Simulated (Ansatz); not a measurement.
[MoO(H2O)Cl4]- (MoCl₄O₂H₂⁻). Total charge -1; doublet. Geometry relaxed at r2SCAN-D4/def2-SVPD.

```xyz
9

Mo   -0.617    0.265   -0.583
O    -1.985    0.365   -1.520
O     1.334   -0.133    0.940
H     1.479   -1.043    0.628
H     0.781   -0.237    1.733
Cl   -1.616   -0.331    1.555
Cl    1.109    0.735   -2.137
Cl   -0.399    2.473    0.250
Cl   -0.087   -2.094   -0.865
```

In the def2 sets Mo takes a core potential; there is no spin–orbit coupling. The relaxation made no stability test and no search for a lower SCF solution. No other spin state of charge -1 was run.

Task: Estimate the harmonic wavenumbers at UKS r2SCAN-D4/def2-SVPD (Ansatz, unscaled). Is this a minimum?

Result: 74, 114, 128, 151, 155, 158, 171, 211, 220, 230, 230, 264, 319, 334, 340, 625, 647, 1044, 1606, 3683, 3767 cm⁻¹. Yes, no mode is imaginary beyond noise. Zero-point energy 86.5 kJ/mol. Hardware: 4 threads of Arm Neoverse V1 on a shared host. Wall time 9.2 min.
